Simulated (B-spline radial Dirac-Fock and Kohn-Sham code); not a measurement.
# Rb³⁰⁺: scattering cross sections and density moments

System: the Rb³⁰⁺ ion in the configuration [He] 2s2 2p3.

Calculated with an atomic code on a B-spline grid, using Dirac-Fock orbitals of the configuration average with a finite nucleus.

| Item | Value |
| --- | --- |
| Sum of ⟨r⟩ | 0.8557 bohr |
| Sum of ⟨r²⟩ | 0.1486 bohr² |
| Sum of ⟨1/r⟩ | 119.91 per bohr |
| Langevin diamagnetic susceptibility | -0.118 × 10⁻⁶ cm³/mol |
| Lamb shielding (α²/3)Σ⟨1/r⟩ | 2128 ppm |

Coherent scattering is the Thomson cross section weighted by f₀², without anomalous dispersion; incoherent scattering is Klein-Nishina weighted by S. The Lamb formula is the non-relativistic shielding expression. Electron correlation is left out. A dash stands where the photon energy is too low for the impulse approximation behind that column.

| hν (keV) | coherent (b) | incoherent (b) | incoherent per electron (b) |
| --- | --- | --- | --- |
| 2 | 32.46 | – | – |
| 17.4793 | 24.65 | 0.7289 | 0.104 |
| 20 | 22.87 | 0.8901 | 0.127 |
| 30 | 16.48 | 1.469 | 0.210 |
| 50 | 8.947 | 2.149 | 0.307 |
| 100 | 3.367 | 2.598 | 0.371 |
| 200 | 1.071 | 2.533 | 0.362 |
| 500 | 0.1958 | 1.959 | 0.280 |

Incoherent scattering overtakes coherent scattering between 100 and 200 keV.
